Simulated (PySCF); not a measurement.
## Electron correlation in Cd⁺ (cadmium, charge +1)

[Kr] 4d10 5s1, 2S determinant. Computed with PySCF 2.14 in def2-QZVPPD with the def2 core potential (28 electrons), with a scalar-relativistic core potential. Frozen: 4s2 4p6; 11 electrons correlated.

```csv
level,correlation energy (mhartree)
CCSD,-395.14
(T),-13.89
CCSD(T),-409.03
```

Diagnostics: T1 = 0.010, D1 = 0.0454, largest double amplitude 0.015.

Q: Is a single reference adequate?

A: Yes, within this model without spin-orbit coupling: T1 lies below 0.03 and no double amplitude reaches 0.07.
